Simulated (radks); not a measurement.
Task: These are the eigenvalues of the occupied orbitals of an atom or ion with whole-number occupations (eV). All-electron calculation, Dirac Kohn-Sham, Slater X-alpha with alpha = 0.813, spin-unpolarised, spherical densities, point nucleus. Program: a radial shooting solver on a logarithmic mesh with Libxc functionals.

orbital  eigenvalue
1s1/2      -39.7039

Which element is it, and in what charge state? The configuration may be excited. Open shells, if any, fill j = l - 1/2 first.

Result: Z = 2, helium, charge +1: He+ in 1s1. The 1s level, -1.4591 hartree, gives Z - s = 1.7 by -(Z - s)^2/2, which with screening and relativity narrows Z to a few neighbours, and the depths must fix Z and the occupations together.
